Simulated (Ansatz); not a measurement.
Born–Oppenheimer molecular dynamics of CH$_{4}$OZn (7 atoms, charge 0, multiplicity 1). It starts from a relaxed structure.

These are results of Ansatz, RHF/def2-SVP, not measurements.

```json
{
  "ensemble": "NVT, Nosé–Hoover chain",
  "time step": "1 fs",
  "steps asked": "250",
  "set temperature": "200 K",
  "thermostat": "time constant 50 fs, chain length 1",
  "seed": "874594"
}
```

First frame:

```xyz
7
Properties=species:S:1:pos:R:3
Zn 0.021 -0.081 0.018
C -0.001 0.003 1.997
H -0.979 -0.281 2.393
H 0.742 -0.672 2.430
H 0.221 1.013 2.349
O 0.020 -0.076 -1.770
H 0.231 -0.824 -2.303
```

Problem. What does the run give?

Solution. The run went to its last step.

```json
{"steps done": "250", "time covered": "250 fs", "mean temperature over the second half": "255 K", "spread of the potential energy over the second half": "7.8 meV per atom", "mean potential energy of the second half above the start": "20.3 meV per atom"}
```

The conserved energy stayed within 2.5 meV per atom of its start (net change 0.87 meV per atom), so the integration is sound. The mean temperature of the second half is 27 % above the set value. A run of 0.25 ps of so small a system gives no equilibrium averages.

Problem. What happens to the structure?

Solution. The same pairs are bonded in the first frame and the last. Pairs count as bonded within 1.25 times the sum of covalent radii (0.12 Å more for H–H). This is one draw of velocities; another would differ in detail.

Problem. How do temperature and energy run in time?

Solution. 
| time (fs) | T (K) | potential energy less start (eV) | conserved less start (meV/atom) |
| --- | --- | --- | --- |
| 0.0 | 200 | 0.000 | 0.00 |
| 12.0 | 92 | 0.074 | 0.43 |
| 24.0 | 157 | 0.038 | 0.40 |
| 36.0 | 107 | 0.080 | 0.50 |
| 48.0 | 79 | 0.115 | 1.15 |
| 60.0 | 112 | 0.112 | 1.11 |
| 72.0 | 135 | 0.117 | 0.97 |
| 84.0 | 196 | 0.111 | 1.15 |
| 96.0 | 288 | 0.087 | 0.55 |
| 108.0 | 371 | 0.079 | 0.76 |
| 120.0 | 316 | 0.152 | 0.63 |
| 132.0 | 372 | 0.145 | 1.14 |
| 144.0 | 274 | 0.222 | 1.59 |
| 156.0 | 334 | 0.176 | 1.64 |
| 168.0 | 193 | 0.246 | 2.16 |
| 180.0 | 228 | 0.202 | 2.05 |
| 192.0 | 276 | 0.129 | 1.06 |
| 204.0 | 240 | 0.125 | 1.23 |
| 216.0 | 184 | 0.121 | 0.62 |
| 228.0 | 243 | 0.056 | 0.20 |
| 240.0 | 154 | 0.086 | 0.57 |

Run time: 4.9 min on 1 thread of Arm Neoverse V1, on a shared host, peak memory 0.14 GiB.
